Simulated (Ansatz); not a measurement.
Total energies of CH4B2FN (`B/C=N\BF`).

Z-matrix (Å, degrees):
```
B
N 1 1.974
C 1 1.535 2 39.5
H 1 1.195 2 110.0 3 109.5
H 1 1.192 2 110.9 3 -111.0
B 2 1.399 1 103.6 3 -175.3
H 3 1.089 1 146.6 2 178.4
F 6 1.330 2 119.9 1 -97.6
H 6 1.194 2 119.6 1 87.8
```

The species carries charge 0 and has multiplicity 1. All single points use the PBE0-D4/def2-TZVP geometry. It is one conformer, not always the lowest. Basis def2-TZVPP, Ansatz.

RPA on PBE orbitals: Hartree–Fock energy of these orbitals -243.52212 Eh, correlation -1.30656 Eh (frozen core).

```csv
functional,energy without D4 (Eh),D4 term (kJ/mol)
BLYP,-244.86850,-33.4
r2SCAN,-244.79897,-3.6
B97M-V,-244.90670,–
PBE0,-244.64671,-12.4
B3LYP,-244.94536,-23.8
r2SCANh,-244.78647,-3.8
r2SCAN0,-244.76889,-4.2
LC-ωPBE,-244.76053,–
ωB97M-V,-244.84235,–
B2PLYP,-244.74952,–
```

Problem. Give the same for LDA (SPW92), PBE, revPBE, HSE06 (plane-wave form), BHLYP, CAM-B3LYP, ωB97X-V, PBE-QIDH. (An estimate is asked.)

Solution. The calculation gave: 
```
             functional  energy without D4 (Eh)  D4 term (kJ/mol)
            LDA (SPW92)              -242.90871                 –
                    PBE              -244.63131             -14.8
                 revPBE              -244.85265             -50.2
HSE06 (plane-wave form)              -244.63415             -11.4
                  BHLYP              -244.81373             -16.9
              CAM-B3LYP              -244.82741             -12.4
                ωB97X-V              -244.85234                 –
               PBE-QIDH              -244.61025                 –
```

B3LYP takes the VWN-RPA correlation (the form of Gaussian; ORCA's B3LYP/G). HSE06 is the plane-wave form, built on full-range PBE exchange. The double hybrids freeze the cores in their second-order part.

LC-ωPBE has ω = 0.4 bohr⁻¹.
